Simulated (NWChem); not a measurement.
System: AlH₂OI; SMILES [OH][AlH][I]

```xyz
5

Al    -0.5569     1.5282     0.0000
H     -2.0550     1.9953     0.0000
I      0.0478    -0.8723     0.0000
O      0.6455     2.7205     0.0000
H      1.5969     2.6042     0.0000
```
Atoms are numbered in this order, from 1.

All runs: NWChem. The geometry was optimised at PBE0/def2-SVP. No frequency run checked for a minimum. def2 effective core potentials on I; no spin-orbit coupling. Ions are spin-unrestricted doublets at the neutral geometry; other ion states weren't tried.

### Question
What does the run give for PBE/def2-SVP? Quantities: vertical ionisation energy, ΔSCF (eV); −ε(HOMO) (eV).

### Answer
```
Property                               Result
-------------------------------------  ------
vertical ionisation energy, ΔSCF (eV)    9.81
−ε(HOMO) (eV)                            6.57
```
